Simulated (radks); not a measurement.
Problem. The table gives one normalised radial function P(r) = r R(r) (large component) of Kr11+ in [Ar] 3d7 (r in bohr). Calculated with a radial shooting solver on a logarithmic mesh with Libxc functionals: Dirac Kohn-Sham, PBE, spin-unpolarised, spherical densities, point nucleus; open shells fill j = l - 1/2 first.

r          P
0.002603  0.0000
0.003362  0.0000
0.004309  0.0001
0.005566  0.0001
0.007132  0.0003
0.00914   0.0006
0.01181   0.0013
0.01513   0.0026
0.01939   0.0053
0.02504   0.0106
0.03209   0.0206
0.04113   0.0391
0.05312   0.0737
0.06808   0.1320
0.08794   0.2310
0.1127    0.3783
0.1444    0.5841
0.1865    0.8494
0.239     1.1213
0.3063    1.3417
0.3957    1.4305
0.5071    1.3248
0.6498    1.0449
0.8394    0.6671
1.076     0.3377
1.389     0.1201
1.78      0.0289
2.282     0.0041
2.947     0.0003
3.777     0.0000

Which n and l does it have? It may be an empty orbital.

Solution. n = 3, l = 2: the number of nodes gives n - l - 1 = 0, the rise at small r points to l (this Dirac orbital starts as r^gamma with gamma = sqrt((l + 1)^2 - (Z/c)^2) = 2.99; the j = 5/2 orbital of l + 1 starts with the same power, but with a smaller coefficient, and then steepens), and the extent must fit the shell. The curve is that of 3d5/2; the two j differ most near the nucleus, where j = l - 1/2 has the larger amplitude, and in heavy atoms j = l - 1/2 is also the more compact. 3d5/2: eigenvalue -331.70 eV, 0 radial nodes, <r> = 0.498 bohr, 90 % of the charge inside 0.792 bohr.
